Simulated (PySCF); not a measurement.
Simulated outer-valence photoelectron spectrum of `NCB(O)O`. Computed with EOM-IP-CCSD/aug-cc-pVDZ in PySCF, restricted Hartree–Fock reference, frozen core, non-relativistic, gas phase, PBE0-D3(BJ)/def2-SVP geometry.

Each root has a Gaussian of 0.5 eV full width with its one-hole share as area; cross sections and vibrations are left out, and the highest printed point is 100.

| ionisation energy (eV) | intensity |
| --- | --- |
| 8.4 | 1 |
| 8.6 | 8 |
| 8.8 | 32 |
| 9.0 | 54 |
| 9.2 | 38 |
| 9.4 | 11 |
| 9.6 | 1 |
| 9.8 | 0 |
| 10.0 | 0 |
| 10.2 | 0 |
| 10.4 | 0 |
| 10.6 | 0 |
| 10.8 | 0 |
| 11.0 | 0 |
| 11.2 | 0 |
| 11.4 | 0 |
| 11.6 | 5 |
| 11.8 | 26 |
| 12.0 | 52 |
| 12.2 | 44 |
| 12.4 | 24 |
| 12.6 | 50 |
| 12.8 | 100 |
| 13.0 | 90 |
| 13.2 | 41 |
| 13.4 | 39 |
| 13.6 | 79 |
| 13.8 | 100 |
| 14.0 | 88 |
| 14.2 | 71 |
| 14.4 | 43 |
| 14.6 | 13 |
| 14.8 | 2 |
| 15.0 | 2 |
| 15.2 | 16 |
| 15.4 | 45 |
| 15.6 | 51 |
| 15.8 | 24 |
| 16.0 | 5 |
| 16.2 | 0 |

Where are the maxima, and how many lines lie under the curve?

5 maxima, at 9.0, 12.1, 12.9, 13.8 and 15.5 eV, from 8 lines. At this width some lines have no maximum of their own.

List the lines with their holes.

```
E (eV)  leading hole (HF orbital)  area  Koopmans (eV)
  9.02                       HOMO  0.95          10.26
 12.05                     HOMO-2  0.95          13.83
 12.82                     HOMO-1  0.96          13.63
 12.93                     HOMO-3  0.95          14.44
 13.64                     HOMO-5  0.95          15.51
 13.87                     HOMO-4  0.95          15.06
 14.24                     HOMO-6  0.95          15.73
 15.53                     HOMO-7  0.95          17.23
```

The widest gap, 3.03 eV, lies between 9.02 and 12.05 eV. Only orbitals with −ε under 21 eV, eight at most, were ionised, so the high end of the curve may lack lines.

The run took 8.0 min of wall time on one thread of an Arm Neoverse V1 (shared host), and the process peaked at 3.0 GiB of memory.

Shape of the structure used: `[NH2:1][CH2:2][B:3]([OH:4])[OH:5]`: N1–C2–B3–O4 0°, H–N1–C2–B3 -59°, H–N1–C2–B3 54°, H–O4–B3–C2 180°, H–O5–B3–C2 0°.

One conformer stands for the species.
